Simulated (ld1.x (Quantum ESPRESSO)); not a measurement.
**zirconium, TM: configuration errors across variants**

| Item | Value |
| --- | --- |
| Element | zirconium (Zr) |
| Generator | ld1.x (Quantum ESPRESSO) 7.5 |
| Type | norm-conserving Troullier–Martins (Kleinman–Bylander form) |
| Functional | LDA (PZ) |
| Relativity | scalar-relativistic |
| Frozen core | [Ar] 3d10 |
| Valence charge | 12 |
| Reference configuration | 4s2 4p6 4d2 5s2 5p0 |
| Partial waves | 4s (bound): rc 1.70 bohr; 4p (bound): rc 2.15 bohr; 4d (bound): rc 2.30 bohr |
| Local potential | all-electron potential smoothed inside 1.30 bohr (lloc = -2) |
| Core correction | none |

Occupied shells without a wave of their own: 5s. They enter only through the test configuration that unscreens the potential.

All-electron excitation energies from the reference (eV): (1) 4s2 4p6 4d2 5s1 5p0 7.352; (2) 4s2 4p6 4d2 5s0 5p0 20.593; (3) 4s2 4p6 4d1 5s0 5p0 43.414; (4) 4s2 4p6 4d0 5s0 5p0 77.792; (5) 4s1 4p6 4d2 5s2 5p0 60.570; (6) 4s2 4p6 4d1 5s2 5p1 3.065; (7) 4s2 4p6 4d1 5s2 5p0 7.822; (8) 4s2 4p6 4d2 5s2 5p0 spin -0.483; (9) 4s2 4p6 4d2 5s1 5p0 spin 6.271.

Spin tests fill each open shell by Hund’s rule, majority spin first.

For the base: The 5s level has no wave, so the channel is fitted at the deeper level alone: the likely source of the large errors.

2 further variants failed, have other tests or another functional or relativity, and are left out.

The file “base” misses its own reference levels by 0.3 eV. The file “wave 4p (bound): rc 2.15 bohr becomes 4p (bound): rc 3.28 bohr” misses its own reference levels by 0.3 eV.

Errors AE − PS in meV (a dash: test not solved or not reliable):

| change | (1) | (2) | (3) | (4) | (5) | (6) | (7) | (8) | (9) | bound ghosts |
| --- | --- | --- | --- | --- | --- | --- | --- | --- | --- | --- |
| base | -364 | -954 | -1388 | -1847 | +65 | +79 | +15 | +19 | -323 | none |
| all radii scaled by about 0.93 (s 1.58, p 2.00, d 2.14 bohr); local potential all-electron potential smoothed inside 1.20 bohr (lloc = -2) | -339 | -888 | -1298 | -1743 | +93 | +75 | +16 | +16 | -301 | none |
| local potential all-electron potential smoothed inside 2.40 bohr (lloc = -2) | +201 | +492 | +663 | +893 | -77 | -124 | +16 | +23 | +218 | none |
| wave 4p (bound): rc 2.15 bohr becomes 4p (bound): rc 3.28 bohr | -364 | -955 | -1406 | -1922 | +33 | -65 | +13 | +11 | -334 | none |

(1) Give the same row for: local potential the p channel.

Results:

(1) -335, -857, -1204, -1565, +13, +131, +4.1, +19, -294; bound ghosts: none.
